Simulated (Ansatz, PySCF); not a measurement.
Spin states of HNbO (SMILES [OH][Nb]), each relaxed with B3LYP-D3(BJ)/def2-TZVP.
State 1 (charge 0, multiplicity 5):
```xyz
3

Nb    -0.96912    -0.70593    -0.89038
O      0.33778    -0.08634     0.35939
H      0.59817     0.83964     0.46067
```
State 2 (charge 0, multiplicity 1):
```xyz
3

Nb    -0.95815    -0.83495    -0.85518
O      0.16539     0.17019     0.13228
H      0.75958     0.71213     0.65258
```

Singlets are restricted, other states unrestricted; no spin–orbit coupling, no relativity up to Kr; see below for the cores. The largest T1 diagnostic is 0.027.

Run with Ansatz (an electronic-structure program) with Gaussian orbitals; PySCF for the dispersion terms. Each number belongs to the level named beside it. In def2 rows elements past Kr take small-core potentials, without spin–orbit coupling.

Task: One of these levels gives 160.3 kJ/mol for the energy of the multiplicity-1 state less that of the multiplicity-5 state. Name it.
A) PBE0/def2-TZVPP
B) PBE-D3(BJ)/def2-TZVPP
C) r2SCAN-D4/def2-TZVPP
D) B97M-V/def2-TZVPP

Result: A, PBE0/def2-TZVPP. The others give 144.9 (PBE-D3(BJ)/def2-TZVPP), 186.4 (r2SCAN-D4/def2-TZVPP), 132.0 (B97M-V/def2-TZVPP)
